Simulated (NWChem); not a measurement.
System: C$_{5}$H$_{5}$, doublet; SMILES [C]1=CC=CC1

Output (shortened):

```
             Northwest Computational Chemistry Package (NWChem) 7.3.0
             --------------------------------------------------------

                             Geometry "geometry" -> ""
                             -------------------------

 Output coordinates in angstroms (scale by  1.889725989 to convert to a.u.)

  No.       Tag          Charge          X              Y              Z
 ---- ---------------- ---------- -------------- -------------- --------------
    1 C                    6.0000    -1.23216300    -0.12218400     0.00000000
    2 C                    6.0000    -0.44391700    -1.20442900     0.00000000
    3 C                    6.0000     0.94205600    -0.70087800     0.00000000
    4 C                    6.0000     0.94512500     0.65057000     0.00000000
    5 C                    6.0000    -0.47397200     1.15415400     0.00000000
    6 H                    1.0000    -0.73600700    -2.25532200     0.00000000
    7 H                    1.0000     1.82585700    -1.34308300     0.00000000
    8 H                    1.0000     1.82155200     1.30075000     0.00000000
    9 H                    1.0000    -0.69760600     1.77699500    -0.88482500
   10 H                    1.0000    -0.69760600     1.77699500     0.88482500

 Effective nuclear repulsion energy (a.u.)     148.2062456763

                                 NWChem DFT Module
                                 -----------------

 Summary of "ao basis" -> "ao basis" (spherical)
 ------------------------------------------------------------------------------
       Tag                 Description            Shells   Functions and Types
 ---------------- ------------------------------  ------  ---------------------
 C                           6-31g*                  6       14   3s2p1d
 H                           6-31g*                  2        2   2s

 in cosmo_initialize ...

 solvent parameters
 solvname_short: unkn
 solvname_long:  unknown
 dielec:        2.0000

          ---------------
          -cosmo- solvent
          ---------------
 Cosmo: York-Karplus, doi: 10.1021/jp992097l
 dielectric constant -eps-     =   2.00
 screen = (eps-1)/(eps    )    =   0.50000
 surface charge correction     = lagrangian

   van der Waals surface
 --------------------------

[...]

                                   COSMO solvation results
                                   -----------------------

                 gas phase energy =      -193.170377141975
                 sol phase energy =      -193.172469241783
 (electrostatic) solvation energy =         0.002092099808 (    1.31 kcal/mol)

                    DFT Final Alpha Molecular Orbital Analysis
                    ------------------------------------------

 Vector   16  Occ=1.000000D+00  E=-3.150280D-01
              MO Center= -3.3D-02, -2.3D-01,  2.1D-09, r^2= 2.7D+00
   Bfn.  Coefficient  Atom+Function         Bfn.  Coefficient  Atom+Function
  ----- ------------  ---------------      ----- ------------  ---------------
    33      0.309653   3 C  pz               19      0.305441   2 C  pz
    37      0.211482   3 C  pz               23      0.203411   2 C  pz
     5      0.195079   1 C  pz               61     -0.192353   5 C  pz
    47      0.154761   4 C  pz               78      0.147578   9 H  s
    80     -0.147578  10 H  s                77      0.133103   9 H  s

 Vector   17  Occ=1.000000D+00  E=-2.684630D-01
              MO Center= -1.1D+00, -1.3D-01,  2.0D-10, r^2= 2.0D+00
   Bfn.  Coefficient  Atom+Function         Bfn.  Coefficient  Atom+Function
  ----- ------------  ---------------      ----- ------------  ---------------
     3      0.529040   1 C  px                7      0.400617   1 C  px
     6     -0.275485   1 C  s                31      0.167137   3 C  px
    59     -0.162983   5 C  px               17     -0.159296   2 C  px
    45      0.149124   4 C  px               34     -0.128512   3 C  s
    48     -0.127878   4 C  s                 2     -0.112229   1 C  s

 Vector   18  Occ=1.000000D+00  E=-2.339645D-01
              MO Center= -6.0D-04, -1.1D-01, -1.8D-11, r^2= 2.5D+00
   Bfn.  Coefficient  Atom+Function         Bfn.  Coefficient  Atom+Function
  ----- ------------  ---------------      ----- ------------  ---------------
     5      0.368127   1 C  pz               47     -0.336426   4 C  pz
     9      0.278346   1 C  pz               51     -0.269787   4 C  pz
    33     -0.260955   3 C  pz               19      0.212159   2 C  pz
    37     -0.200129   3 C  pz               23      0.160294   2 C  pz

 Vector   19  Occ=0.000000D+00  E=-1.403022D-02
              MO Center= -3.6D-02,  4.7D-02, -7.2D-10, r^2= 3.1D+00
   Bfn.  Coefficient  Atom+Function         Bfn.  Coefficient  Atom+Function
  ----- ------------  ---------------      ----- ------------  ---------------
    51      0.433418   4 C  pz                9      0.394318   1 C  pz
    47      0.341989   4 C  pz                5      0.331655   1 C  pz
    23     -0.315609   2 C  pz               78      0.299475   9 H  s
    80     -0.299475  10 H  s                37     -0.295239   3 C  pz
    19     -0.247680   2 C  pz               33     -0.228054   3 C  pz

 Vector   20  Occ=0.000000D+00  E= 8.965031D-02
              MO Center=  1.3D-01, -5.5D-01, -1.0D-10, r^2= 2.8D+00
   Bfn.  Coefficient  Atom+Function         Bfn.  Coefficient  Atom+Function
  ----- ------------  ---------------      ----- ------------  ---------------
    23      0.653713   2 C  pz               37     -0.642838   3 C  pz
    51      0.461934   4 C  pz                9     -0.419355   1 C  pz
    19      0.380668   2 C  pz               33     -0.374027   3 C  pz
     5     -0.245697   1 C  pz               47      0.246197   4 C  pz
    69     -0.027257   5 C  d  1             65     -0.025769   5 C  pz

[...]
```

Level: PBE0/6-31G* (spherical d), spin-unrestricted, COSMO on the gas-phase geometry. In the optimisation the excess spin sits in a' (Cs, its own frame). Geometry: optimised at PBE0/def2-SVP, spin-unrestricted. Not confirmed as a minimum by frequencies. No stability test was run on the SCF state. COSMO prints the solvation energy as gas minus solution, so a positive value is a stabilisation.

Which NWChem input produces such a log?

Several could match; the one computed here: the input that was run:
```
start job
memory heap 200 mb stack 900 mb global 1100 mb
geometry units angstroms noautosym nocenter noautoz
  C     -1.232163    -0.122184     0.000000
  C     -0.443917    -1.204429     0.000000
  C      0.942056    -0.700878     0.000000
  C      0.945125     0.650570     0.000000
  C     -0.473972     1.154154     0.000000
  H     -0.736007    -2.255322     0.000000
  H      1.825857    -1.343083     0.000000
  H      1.821552     1.300750     0.000000
  H     -0.697606     1.776995    -0.884825
  H     -0.697606     1.776995     0.884825
end
basis spherical
  * library 6-31g*
end
dft
  odft
  mult 2
  xc pbe0
  iterations 150
end
cosmo
  dielec 2.0
end
task dft energy
```
